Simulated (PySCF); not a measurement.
C4H3BrN2.
Bonds: Br1–C2, C2–C3 (aromatic), C3–N4 (aromatic), N4–C5 (aromatic), C5–C6 (aromatic), C6–N7 (aromatic), C2–N7 (aromatic). Hydrogens: H8 on C3; H9 on C5; H10 on C6.

Method: PySCF, PBE0/def2-SVP geometry optimisation, gas phase; density fitting, grid level 1; the optimiser is geomeTRIC in internal coordinates, started from a GFN2-xTB structure.

Geometry at step 0:
```
atom  x, y, z in Å
Br1     2.6918   -1.5880   -0.1326
C2      1.0611   -0.6258   -0.0538
C3      1.0548    0.7618    0.0648
N4     -0.0902    1.4120    0.1174
C5     -1.2131    0.7096    0.0554
C6     -1.1918   -0.6740   -0.0619
N7     -0.0453   -1.3331   -0.1162
H8      1.9642    1.3429    0.1170
H9     -2.1335    1.2733    0.1012
H10    -2.0891   -1.2740   -0.1139
```

Task: Give the atomic forces at this geometry.

Result: 
```csv
atom,Fx (eV/Å),Fy (eV/Å),Fz (eV/Å)
Br1,0.003,0.176,0.011
C2,0.035,-0.642,-0.048
C3,-0.064,-0.046,-0.006
N4,-0.138,0.380,0.043
C5,0.189,0.008,-0.001
C6,0.174,0.112,0.010
N7,0.375,-0.165,-0.021
H8,0.507,0.180,0.015
H9,-0.544,0.163,0.013
H10,-0.536,-0.166,-0.016
```

The largest, 0.64 eV/Å, acts on C2; the rms over all components is 0.244 eV/Å. The forces sum to zero within rounding, as they must for an isolated molecule in no field.

Task: Give the force on C2 in Eh/bohr and in nN.

Result: 0.645 eV/Å ÷ 51.422 = 0.01254 Eh/bohr, and 0.645 eV/Å × 1.602 = 1.03 nN.

Task: How far is this geometry from the end of the optimisation?

Result: 0.029 eV above it, and 0.024 Å rms away after alignment. The bonds farthest from their final lengths, with half the difference of the two atoms' forces along the bond (positive lengthens):

```tsv
bond	now (Å)	final (Å)	force along bond (eV/Å)
C5–H9	1.080	1.095	+0.35
C6–H10	1.081	1.095	+0.37
C3–H8	1.080	1.095	+0.30
C2–C3	1.393	1.404	+0.30
C6–N7	1.324	1.332	+0.16
N4–C5	1.326	1.332	-0.04
```

The angle farthest from its final value is Br1–C2–C3, 120.9° against 119.0°.

Of the 4 listed bonds off by 0.010 Å or more, this force points towards the final length in 4.

What follows is the cost of the whole optimisation. Time: 58 s wall; peak memory 0.56 GiB. Hardware: one thread of an Arm Neoverse N1, shared host.
